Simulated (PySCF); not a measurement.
Working out the excitation energy of Be⁺

Be⁺ [He] 2s1 (2S) → Be⁺ [He] 2p1 (2P). Calculation: PySCF 2.14, in def2-QZVPPD; no relativity, point nucleus. Frozen: nothing. Energies in hartree (1 hartree = 27.21139 eV):

```json
{"part": "UHF", "Be⁺ (lower)": "-14.277429", "Be⁺ (upper)": "-14.130859"}
{"part": "CCSD correlation", "Be⁺ (lower)": "-0.036672", "Be⁺ (upper)": "-0.036788"}
{"part": "(T)", "Be⁺ (lower)": "-0.000011", "Be⁺ (upper)": "-0.000012"}
```

Problem. What does Hartree-Fock give?

Solution. (-14.130859) − (-14.277429) = 0.146570 hartree = 3.988 eV.

Problem. What do CCSD and CCSD(T) give?

Solution. The CCSD correlation energies differ by -0.000116 hartree = -0.003 eV and the triples by -0.000001 hartree = 0.000 eV, so CCSD gives 3.985 eV and CCSD(T) 3.985 eV.

Measured between the centres of the two terms (NIST): 3.959 eV, so CCSD(T) (valence and next inner shell) is off by 0.026 eV.

What remains against the reference includes basis incompleteness and higher excitations.
